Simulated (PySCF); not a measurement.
**Computed properties of TeCl2, SMILES [Te](Cl)Cl**

TeCl2, SMILES Cl[Te]Cl. The structure is a stationary point at B3LYP-D3(BJ)/def2-TZVP. The isomer is the one that the SMILES or the coordinates give; other isomers of the formula were not compared. The def2 effective core potentials stand for the cores of Te; spin–orbit coupling is left out. The values are those of a single conformer. All values are computed for the isolated molecule unless a solvent is named; none is compared with measurement here.

**Structure.** The optimised structure has C2v symmetry. All 3 harmonic modes at B3LYP-D3(BJ)/def2-TZVP (PySCF) are real, so it is a minimum. With heavy atoms numbered as in [Te:1]([Cl:2])[Cl:3], the shortest bond between them is Te1–Cl2 at 2.348 Å and the longest Te1–Cl3 at 2.348 Å.

**Vibrations.** The strongest infrared lines (harmonic, unscaled, degenerate partners summed) lie at 354 cm⁻¹ (53 km/mol, Cl 76 %, Te 24 %), 371 cm⁻¹ (14 km/mol, Cl 80 %, Te 20 %), 124 cm⁻¹ (1 km/mol, Cl 84 %, Te 16 %). The softest mode is at 124 cm⁻¹ and the zero-point energy is 1.2 kcal/mol.

**Electronic structure.** ωB97X/def2-TZVPD (PySCF) places the frontier levels at -8.96 and -0.84 eV, a gap of 8.12 eV, and gives a dipole moment of 2.14 D and a mean polarisability of 69.4 bohr³. PBE/def2-TZVPD (PySCF) at the same geometry gives -5.60 and -3.69 eV, so its gap is 6.21 eV narrower. An orbital gap is neither the optical nor the fundamental gap.

**Excitations.** TDA-M06-2X/def2-SVPD (PySCF) has S1 at 2.45 eV (506 nm, f = 0.000, dark); the most intense of the 10 singlets computed lies at 6.68 eV (f = 0.17). T1 (TDA) is at 1.79 eV, 0.66 eV under S1. TDA-PBE/def2-SVPD (PySCF) puts S1 at 2.21 eV.
